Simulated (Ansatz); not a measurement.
Ansatz results at the PBE0-D4/def2-TZVP geometry: HOMO–LUMO gap (PBE/def2-TZVPP) 2.38 eV; size of the dipole moment (B3LYP/def2-TZVPP) 1.13 D; LUMO energy (PBE0/def2-TZVPP) -1.93 eV.

**Question.** Which molecule gave them?
A. `B1CN[SiH2]1`
B. `N=[C]1C[O][AlH]1`
C. `CN1B[SiH2]1`
D. `[F][GeH]1[CH2][SiH2][S]1`

**Answer.** A. The others give `[F][GeH]1[CH2][SiH2][S]1`: 5.18, 2.79, -0.46; `CN1B[SiH2]1`: 4.72, 1.50, -0.22; `N=[C]1C[O][AlH]1`: 2.77, 2.30, -1.80.

B3LYP here is the variant with VWN-RPA as its local correlation; programs differ in this.
